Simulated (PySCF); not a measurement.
## RbC at UHF-MP2

Level: UHF-MP2. Rb def2-TZVPP with ECP28, C def2-TZVPP; scalar-relativistic core potentials (PySCF 2.14).

| Quantity | Value |
| --- | --- |
| state | ⁴Σ⁻ (quartet), unpaired electrons σ ↑, π ↑↑ |
| bond length | 2.697 Å |
| harmonic wavenumber | 327 cm⁻¹ |
| force constant | 0.664 mdyn/Å |
| rotational constant Be | 0.2205 cm⁻¹ |
| anharmonicity ωexe | 1.90 cm⁻¹ |
| vibration–rotation constant αe | 0.00185 cm⁻¹ |
| well depth De to Rb + C | 45.7 kcal/mol |
| dissociation energy D0 | 45.2 kcal/mol |

Correlated steps freeze 1 core orbital. Spin–orbit coupling is left out. The state was picked by a PBE0 search and need not be the measured ground state.
